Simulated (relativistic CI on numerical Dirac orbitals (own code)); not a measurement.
**Sensitivity of the levels of Ir⁸⁺ to α and to the nuclear radius**

These numbers are calculated, not measured: Dirac-Coulomb-Breit CI, KLI orbitals optimised for each configuration, derivatives by finite differences, unscaled Slater integrals, QED left out (own radial code, finite nucleus).

Configuration list (outside the closed core [Kr] 4d10 4f14): 5s2.5p6.5d, 5s2.5p6.6s, 5s2.5p6.5f, 5s2.5p5.5d2, 5s2.5p6.6p, 5s2.5p6.6d, 5s.5p6.5d2. Double excitations out of closed p, d and f shells are left out; levels of such configurations are missing from the list, as are those of other unlisted configurations, and high levels can miss mixing partners.

With x = (α/α₀)² − 1 an excitation energy changes as ω = ω₀ + qx; K = 2q/ω₀ is the relative enhancement. Terms are leading LS components, so labels can repeat. The field-shift factor is F = δν/δ⟨r²⟩ for the transition from the lowest level.

Lowest level 5s2.5p6.5d 2D_3/2.

```tsv
Level	ω₀ (cm⁻¹)	q (cm⁻¹)	F (GHz/fm²)
5s2.5p6.5d 2D_5/2	15499	14700	1.24
5s2.5p6.6s 2S_1/2	196365	-65120	134
5s2.5p6.6p 2P°_1/2	291454	-52040	24
5s2.5p6.6p 2P°_3/2	323489	-12400	17.5
5s2.5p5.5d2 4D°_1/2	379222	15710	10.2
5s2.5p5.5d2 4D°_3/2	381697	15270	10.3
5s2.5p5.5d2 4D°_5/2	389067	20160	10.9
5s2.5p6.5f 2F°_5/2	393694	14720	12.8
5s2.5p5.5d2 4G°_7/2	397573	18130	11.3
5s2.5p6.5f 2F°_7/2	398622	19080	12.6
5s2.5p6.5f 2F°_5/2	402954	15020	12.5
5s2.5p5.5d2 4G°_9/2	404304	25990	11.7
5s2.5p5.5d2 4D°_7/2	406825	20970	12.7
5s2.5p5.5d2 4G°_11/2	409297	32350	12.4
5s2.5p5.5d2 2D°_3/2	410082	24380	11.4
5s2.5p5.5d2 4P°_5/2	411056	25430	11.8
5s2.5p5.5d2 4P°_3/2	412829	21780	10.2
5s2.5p5.5d2 2G°_7/2	419644	25180	11.9
5s2.5p5.5d2 4P°_1/2	422527	29480	11.2
5s2.5p5.5d2 2D°_5/2	425842	37070	12.8
5s2.5p5.5d2 4F°_9/2	428351	35540	12.6
5s2.5p5.5d2 4D°_7/2	429873	26170	12
5s2.5p5.5d2 2H°_11/2	430231	32110	12.7
```

At this charge configurations can still be misplaced by up to about 7 % of their energy. Levels and lines within the n = 5 or 6 shells can be off by up to 10 % or somewhat more, and those that change n by about 2 %, since core polarisation is missing. Levels that differ in their count of f electrons can be misplaced by several ten thousand cm⁻¹, since the correlation energy of f electrons is missing or only estimated; rates across such gaps can be off by orders of magnitude.

Which transition from the lowest level has the largest |K|?

5s2.5p6.5d 2D_5/2 at 15499 cm⁻¹, K = 1.9.
